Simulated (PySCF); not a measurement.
## NbOI3, singlet: computed properties

Method: PySCF, PBE, basis Nb def2-SVP with ECP28, O def2-SVP, I def2-SVP with ECP28 (scalar-relativistic core potentials, no spin–orbit coupling, density fitting).

The structure is a minimum.

- Point group: C3v
- Bond lengths: Nb–I 2.656 Å (×3), Nb–O 1.698 Å
- Bond angles: I–Nb–I 111.8° (×3), I–Nb–O 107.0° (×3)
- Rotational constants: 0.01243, 0.01243, 0.006864 cm⁻¹
- Enthalpy at 298.15 K above 0 K: 23.50 kJ/mol
- Highest occupied level: -6.96 eV
- Zero-point energy: 13.6 kJ/mol
- Principal polarisabilities: 92.7, 160.0, 160.0 bohr³
- Lowest empty level: -4.20 eV
- Entropy at 298.15 K and 1 bar: 419.0 J/(mol K)
- Rotational symmetry number: 3
- Dipole moment: 1.53 D
- Atomisation energy without zero-point energy: 1851 kJ/mol
- Principal quadrupole moments (Buckingham, traceless) about the centre of mass: -8.25, 4.13, 4.13 D Å
- Heat capacity Cp at 298.15 K: 97.3 J/(mol K)

Harmonic modes (masses in u: Nb 92.906, O 15.995, I 126.904):
| symmetry | ω (cm⁻¹) | IR (km/mol, summed over degenerate members) | μ (u) |
| --- | --- | --- | --- |
| e | 47 | 0.1 | 112.09 |
| a1 | 70 | 0.0 | 76.30 |
| e | 178 | 1.6 | 20.08 |
| a1 | 185 | 0.9 | 91.39 |
| e | 283 | 83.0 | 59.49 |
| a1 | 998 | 105 | 18.25 |

In C3v the vibrations span 3e + 3a1.

Charges (e):
```tsv
atom	Mulliken	Löwdin	polar tensor	Mayer order to Nb1
Nb1	0.33	-0.87	1.55	–
O2	-0.20	-0.02	-0.53	2.36
I3,4,5	-0.04	0.30	-0.34	1.36
```

Mulliken populations on Nb1 (electrons outside its core potential): s 2.44, p 6.64, d 3.52, f 0.07.

Outer orbital energies (eV). occupied: -8.49, -8.49, -7.76, -7.76, -7.33, -6.99, -6.99, -6.96; empty: -4.20, -4.20, -2.60, -2.60.

Formally Nb is in oxidation state +5, d0. The polar-tensor charge on Nb, 1.55, is far below the formal one.

This need not be the most stable arrangement of these atoms.

The final relaxation and frequency run took 69 s on 4 threads of a shared Arm Neoverse V2 host, with 123 basis functions and 14 gradients; the process peaked at 1.4 GiB. Launch command: `OMP_NUM_THREADS=4 python axn.py task.json out`.
